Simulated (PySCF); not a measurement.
Bis(E-2-bromo-1-methyl-1-propenyl) selenoxide, C8H12Br2OSe.
Atom-mapped SMILES: `[CH3:1]/[C:2]([Br:3])=[C:4](/[CH3:5])[Se:6](=[O:7])/[C:8]([CH3:9])=[C:10](\[CH3:11])[Br:12]` (hydrogens: H13, H14, H15 on C1; H16, H17, H18 on C5; H19, H20, H21 on C9; H22, H23, H24 on C11)

Level of theory: PySCF, PBE0-D3(BJ)/def2-SVP geometry optimisation, gas phase.

**Question.** What internal coordinates does the optimisation give?

**Answer.** 
| bond | length (Å) |
| --- | --- |
| C1–C2, C10–C11 | 1.491 |
| C2–Br3, C10–Br12 | 1.907 |
| C2=C4, C8=C10 | 1.338 |
| C4–C5, C8–C9 | 1.486 |
| C4–Se6 | 1.980 |
| Se6=O7 | 1.643 |
| Se6–C8 | 1.962 |
| C1–H13 and 5 like bonds | 1.100 |
| C5–H16 and 5 like bonds | 1.101 |

Bonds in one row agree within 0.01 Å and their mean is given. A selection of angles:
| angle | degrees |
| --- | --- |
| C1–C2–Br3 | 113.5 |
| C1–C2–C4 | 128.1 |
| Br3–C2–C4 | 118.3 |
| C2–C4–C5 | 128.5 |
| C2–C4–Se6 | 118.0 |
| C5–C4–Se6 | 113.4 |
| C4–Se6–O7 | 102.0 |
| C4–Se6–C8 | 93.8 |
| O7–Se6–C8 | 103.0 |
| C8–C10–C11 | 129.0 |
| C8–C10–Br12 | 118.8 |
| C11–C10–Br12 | 112.1 |

Dihedral angles: C1–C2–C4–C5 180° (antiperiplanar); C2–C4–Se6–O7 -179° (antiperiplanar); C4–Se6–C8–C9 64° (synclinal); Se6–C8–C10–C11 -1° (synperiplanar). The mirror-image conformer, all signs reversed, is as good.

The C–C distances run from 1.337 Å (C2=C4, drawn double) to 1.492 Å (C10–C11, drawn single), a spread of 0.155 Å. Of the pairs four or more bonds apart, O7···H16 is among the closest relative to their van der Waals radii: 2.16 Å, 80 % of the sum of Bondi's values. Se6 (selenium bonded to 2 C and O) is pyramidal (angles 103.0°, 102.0° and 93.8°, sum 298.8°, 0.86 Å off the plane of its three neighbours).

Point group: C1 (no symmetry element, even within 0.4 Å). No frequency check. One conformer, not necessarily the lowest.
